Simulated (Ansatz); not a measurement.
Program: Ansatz. Geometries: PBE0-D4/def2-TZVP. ΔE: electronic, gas phase. CBS: MP2 limit from def2 TZ/QZ plus the TZ coupled-cluster correction, frozen cores. This one scheme is used for every species, atoms too. Functionals use def2-TZVPP. B3LYP here is the variant with VWN-RPA as its local correlation; programs differ in this. Open shells (•) are unrestricted, without spin–orbit coupling. Spin–orbit coupling would lower the free atoms: a little for C, Si. def2 core potentials past Kr. Bonds to Sb are less sure, by a few kJ/mol each and by 10 to 20 or more in all where they break to atoms, as the def2 sets lack core-valence functions.

Reaction (atomization): `C1[NH][SbH][SiH2]1` → C• + 6 H• + N• + Sb• + Si•

CCSD(T)/CBS gives +3117.7 kJ/mol.

(1) Another level gave +3091.2 kJ/mol. Which?
A. PBE0-D4/def2-TZVPP
B. HF/def2-TZVPP
C. B3LYP-D4/def2-TZVPP
D. r2SCAN/def2-TZVPP

Largest T1 diagnostic among the species: 0.014.

## Answers

(1) D. r2SCAN 3091.2, PBE0-D4 3105.6, B3LYP-D4 3125.2, HF/def2-TZVPP 2068.4 kJ/mol.

In def2-TZVPP, CCSD(T) changes the Hartree–Fock value by +937.1 kJ/mol (the triples alone add +59.1 kJ/mol) and MP2 by +939.6 kJ/mol; breaking electron pairs costs correlation energy, which Hartree–Fock lacks. From PBE to PBE0 (25 % exact exchange), in def2-TZVPP and without D4, ΔE moves by −63.3 kJ/mol: exact exchange takes away binding that semilocal exchange gives to molecules.

For atomizations the MP2-based limit and the directly extrapolated one differ by several kJ/mol either way, and by 10 to 25 for some Ge, Se and Sn compounds, so smaller differences from it don't rank the levels.
